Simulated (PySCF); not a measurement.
# Two-component Hartree-Fock for Ir (iridium, neutral)

Start: [Xe] 4f14 5d9; 5d3/2 filled at m_j = -3/2, -1/2, +1/2, +3/2; 5d5/2 filled at m_j = -3/2, -1/2, +1/2, +3/2, +5/2. Calculated with PySCF 2.14 in x2c-SVPall-2c with one added diffuse shell each of s, d type (8s9p10d2f, 99 functions): generalised Hartree-Fock with the X2C-1e Hamiltonian and a Gaussian nucleus; one run each with spin-orbit coupling (SO) switched off, then screened by Boettger's factors. This is a chosen level, not necessarily the ground level.

| spinor shell | electrons | ε, spin-free (eV) | ε, screened SO (eV) | weight of nominal j (screened SO) | rms radius, screened SO (bohr) |
| --- | --- | --- | --- | --- | --- |
| 1s1/2 | 2 | -76524.9 | -76498.6 | 1.000 | 0.0197 |
| 2s1/2 | 2 | -13530.9 | -13522.7 | 1.000 | 0.0796 |
| 2p1/2 | 2 | -11763.4 | -12931.9 | 1.000 | 0.0675 |
| 2p3/2 | 4 | -11763.4 | -11298.4 | 1.000 | 0.0752 |
| 3s1/2 | 2 | -3227.2 | -3224.6 | 1.000 | 0.203 |
| 3p1/2 | 2 | -2701.8 | -2960.5 | 1.000 | 0.195 |
| 3p3/2 | 4 | -2701.8 | -2597.0 | 1.000 | 0.210 |
| 3d3/2 | 4 | -2115.0 | -2159.6 | 1.000 | 0.186 |
| 4s1/2 | 2 | -719.60 | -718.89 | 1.000 | 0.450 |
| 4p1/2 | 2 | -544.27 | -606.12 | 1.000 | 0.456 |
| 4p3/2 | 4 | -544.27 | -519.15 | 1.000 | 0.489 |
| 4d3/2 | 4 | -324.26 | -333.64 | 1.000 | 0.508 |
| 4d5/2 | 6 | -324.26 | -317.34 | 1.000 | 0.519 |
| 5s1/2 | 2 | -110.63 | -110.61 | 1.000 | 1.06 |
| 4f5/2 | 6 | -77.506 | -79.053 | 0.999 | 0.587 |
| 4f7/2 | 8 | -77.506 | -75.919 | 0.999 | 0.589 |
| 5p1/2 | 2 | -62.986 | -72.900 | 0.997 | 1.19 |
| 5p3/2 | 4 | -62.986 | -58.909 | 0.999 | 1.24 |
| 5d3/2 | 4 | -8.473 | -9.327 | 0.887 | 2.05 |
| 5d5/2 | 5 | -8.473 | -7.902 | 0.946 | 2.08 |

**Question.** Where does 3d5/2 lie, and what is the 3d spin-orbit splitting (screened SO)?

**Answer.** At -2082.6 eV, 76.979 eV above 3d3/2.

| quantity | spin-free | screened SO |
| --- | --- | --- |
| E (hartree) | -17813.26876 | -17837.77981 |
| M_J | 5/2 | 5/2 |
| ⟨J²⟩ | 10.508 | 10.421 |
| ⟨L²⟩ | 7.750 | 8.597 |
| ⟨S²⟩ | 0.759 | 1.299 |

The determinant has a definite M_J but mixes levels of different J.

Each row is a mean over spinors that exchange with the open shell spreads, by up to 3.640 eV (5p3/2).

Rows whose weight is well below 1 are mixtures of j = l ± 1/2: exchange outweighs spin-orbit coupling there, and the label is only the starting occupation.

Breit and QED terms are absent; they matter most for the inner s and p1/2 levels.

Densities and radii are taken from the X2C orbitals without a picture-change correction, which distorts them close to the nucleus.

Without spin-orbit coupling the j labels of p, d and f shells carry no meaning; the spin-free column gives the mean over the occupied spinors of each nl shell, and its ⟨J²⟩ belongs to a mixture of degenerate components.
